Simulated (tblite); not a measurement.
A tight-binding relaxation on `C1(CCC1)[SiH2]O[SiH2]O[SiH3]`.

Computed with GFN2-xTB geometry optimisation, gas phase (tblite 0.8.0). Start geometry: from a force field or distance geometry. The command runs a driver script over a list of jobs; the input below is this job's line of settings and its coordinates in Å.

Command:
```bash
OMP_NUM_THREADS=1 python probes_run.py task.json out
```

Input:
```
{"job": {"kind": "relax", "xc": "GFN2-xTB", "basis": "xTB"}, "charge": 0, "multiplicity": 1}
Si     4.191400     0.371400     0.214500
O      2.904000    -0.464300    -0.585000
Si     2.239700    -1.696300     0.437000
O      0.518400    -1.752700     0.201500
Si     0.042100    -0.145100    -0.090100
C     -1.725000     0.014900    -0.652500
C     -2.763900    -0.447400     0.356700
C     -3.564600     0.754700    -0.117500
C     -2.207600     1.416500    -0.309100
H      4.596000    -0.443600     1.353000
H      5.300600     0.465200    -0.715500
H      3.753200     1.722200     0.629900
H      2.566900    -1.439700     1.858000
H      2.815900    -2.970800     0.016100
H      0.174200     0.610000     1.152600
H      0.941800     0.375600    -1.109900
H     -1.925400    -0.303900    -1.677600
H     -3.226700    -1.430100     0.140200
H     -2.451500    -0.264000     1.406900
H     -4.221100     1.217400     0.627900
H     -4.033400     0.537000    -1.112700
H     -2.165300     2.149300    -1.135200
H     -1.764500     1.750600     0.666700
```

Question: Give the output.

Answer: 
```
step      E/eV     max force
  0    -793.58648    3.353
  1    -794.07874    2.410
  2    -794.44132    2.202
  3    -794.55043    1.189
  4    -794.68098    0.819
  5    -794.73484    0.883
  6    -794.87992    0.776
  7    -794.92820    0.642
  8    -794.97683    0.483
  9    -795.02201    0.585
... (94 lines left out)
104    -795.61922    0.021
105    -795.61928    0.015
106    -795.61931    0.011
107    -795.61934    0.011
108    -795.61936    0.011
109    -795.61938    0.014
110    -795.61941    0.013
111    -795.61944    0.015
112    -795.61947    0.012
113    -795.61949    0.009
```

«max force» is the largest atomic force in eV/Å.

Question: From which step on does the largest force stay under 0.1 eV/Å, and how much energy is left to gain from there?

Answer: From step 53 (0.080 eV/Å), 11.5 meV above the end.

Main results: energy lowered by 46.9 kcal/mol over 113 steps; largest atomic force 0.009 eV/Å at the end.

On AMD EPYC, one thread, no GPU, shared host, this took 6.1 s wall, 5.0 s CPU.
Labels such as C1 count atoms from 1, the log's own numbers from 0.
